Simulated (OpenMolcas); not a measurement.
An atom or ion with 23 electrons was computed by SS-CASPT2, IPEA 0.25 Eh, imaginary shift 0.1 Eh with spin-orbit coupling (OpenMolcas, ANO-RCC-VTZP, DKH2). The lowest levels that the run gave, each within 12 % of the measured value where one is at hand:

```
   J  Parity  E (cm-1)      g
 5/2    even       0.0  2.002
 5/2    even     28700  0.571
 7/2    even     28720  0.984
11/2    even     28730  1.273
 9/2    even     28730  1.172
 5/2    even     31390  1.593
 3/2    even     31430  1.722
 1/2    even     31480  2.650
 7/2    even     34290  1.429
 1/2    even     34340  0.018
 3/2    even     34370  1.213
 5/2    even     34380  1.379
```

Which ion is it, and what are the configurations and terms?

Mn²⁺ (Z = 25, charge +2; active space 5 electrons in 5 orbitals (3d)). J, parity and g give the terms where levels are pure, and mixed ones are named by the computed weights; the size of the splittings, set against known spectra of the 23-electron sequence, gives the charge. In order, with the measured energies in cm-1 (Corliss and Sugar, J. Phys. Chem. Ref. Data 6, 1253 (1977)): 3d5 6S 5/2, 3d5 4G 5/2, 3d5 4G 7/2 (26860), 3d5 4G 11/2 (26824), 3d5 4G 9/2, 3d5 4P 5/2 (29168), 3d5 4P 3/2, 3d5 4P 1/2, 3d5 4D 7/2 (32307), 3d5 4D 1/2 (32369), 3d5 4D 3/2, 3d5 4D 5/2 (32384).

CASPT2 breaks the degeneracy within a term, and the mean is taken; among the terms shown or strongly mixed into the levels shown the widest spread is 37 cm-1 (3d5 4G). Terms from blocks run as CI alone lack orbitals of their own. Computed and measured levels are paired by configuration, term and J; levels that our copy of the source lacks, or whose pairing is in doubt (as where it misses far off the trend of its configuration), stay unpaired and out of the deviations. Only configurations of the active space appear.
